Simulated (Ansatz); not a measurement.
A set of 12 reactions (redistribution), with CCSD(T)/CBS values in kJ/mol:

```tsv
reaction	ΔE
`[CH3][Sc]([CH3])[F]` + `F[BH][AlH][F]` → `[CH3][Sc]([F])[F]` + `C[BH][AlH][F]`	-117.4
`C[S][Sn][OH]` + `[SH][InH2]` → `[OH][Sn][SH]` + `C[S][InH2]`	5.4
`F[CH]([GaH2])[SiH2]Cl` + `[SiH3][SiH2]S` → `S[SiH2][GaH2]` + `FC([SiH3])[SiH2]Cl`	-12.0
`COBCN` + `C[O][Al]([OH])[F]` → `NCBO` + `C[O][Al]([F])[O]C`	-0.1
`[AlH2][NH][SiH2]Cl` + `[CH3][GeH2][F]` → `C[SiH](Cl)[NH][AlH2]` + `[F][GeH3]`	-8.5
`[OH][Al]([F])[TeH]` + `N[SiH2][SiH3]` → `[OH][Al]([F])[SiH3]` + `N[SiH2][TeH]`	29.9
`F[BH][AlH2]` + `O=CBCl` → `[AlH2][BH]Cl` + `O=CBF`	-14.1
`[F][AlH][SH]` + `ClB[SeH]` → `[AlH2][SH]` + `FB(Cl)[SeH]`	66.7
`[OH][Zr]([F])([F])[F]` + `CC(C)[NH][AlH][Cl]` → `CC(C)[NH][Zr]([F])([F])[F]` + `[OH][AlH][Cl]`	13.3
`[NH2][Hf]([F])([F])[Cl]` + `F[SiH2]N[SiH2][SiH3]` → `[NH2][Hf]([F])([F])[F]` + `[SiH3][SiH2]N[SiH2]Cl`	31.9
`C[N](C)[Ga]([OH])[Cl]` + `O[SiH]` → `[OH][Ga]([OH])[Cl]` + `CN(C)[SiH]`	-7.5
`F[Si](F)(S)Cl` + `[SH][Hf]([SH])([SH])[Cl]` → `F[Si](F)(S)S` + `[SH][Hf]([SH])([Cl])[Cl]`	-30.5
```

Gas-phase electronic energies from Ansatz, PBE0-D4/def2-TZVP geometries. CBS: MP2 limit from def2 TZ/QZ plus the TZ coupled-cluster correction, frozen cores. This one scheme is used for every species. Functionals use def2-TZVPP. B3LYP here is the variant with VWN-RPA as its local correlation; programs differ in this. def2 core potentials past Kr. For Ga, Ge, Hf, In, Sc, Se, Sn, Te, Zr outer-core shells are correlated without core-valence functions, which leaves a few kJ/mol of doubt a bond. Scalar relativity is left out up to krypton. One conformer a species, not always the lowest.

(1) Give the mean, mean absolute and largest difference (level minus CCSD(T)/CBS, kJ/mol) for: PBE-D4, r2SCAN-D4, PBE0-D4, B3LYP-D4, ωB97X-V, PBE, r2SCAN, PBE0, SCS-MP2/def2-TZVPP, CCSD/def2-TZVPP, CCSD(T)/def2-TZVPP, HF/def2-QZVPP, MP2/def2-QZVPP, HF/CBS(def2). (Estimate.)

The largest T1 diagnostic in the set is 0.017, for `[OH][Zr]([F])([F])[F]` (customary mark 0.02).

CCSD(T)/CBS is a level of theory with its own doubt, and the functionals carry their triple-zeta basis error, so these figures describe this set and don't rank the functionals.

## Answers

(1) Computed: 
| level | mean | mean absolute | largest |
| --- | --- | --- | --- |
| PBE-D4 | -4.3 | 6.3 | -13.5 |
| r2SCAN-D4 | -3.0 | 4.4 | -11.7 |
| PBE0-D4 | -3.3 | 4.8 | -12.0 |
| B3LYP-D4 | -2.4 | 4.0 | -7.8 |
| ωB97X-V | -2.4 | 4.0 | -10.1 |
| PBE | -3.6 | 5.8 | -11.5 |
| r2SCAN | -2.8 | 4.3 | -11.7 |
| PBE0 | -2.6 | 4.4 | -11.2 |
| SCS-MP2/def2-TZVPP | -0.3 | 1.7 | -4.6 |
| CCSD/def2-TZVPP | -0.2 | 1.4 | -5.0 |
| CCSD(T)/def2-TZVPP | -0.8 | 1.7 | -5.3 |
| HF/def2-QZVPP | 1.9 | 5.4 | 17.0 |
| MP2/def2-QZVPP | -0.2 | 1.5 | -5.2 |
| HF/CBS(def2) | 2.0 | 5.4 | 17.1 |
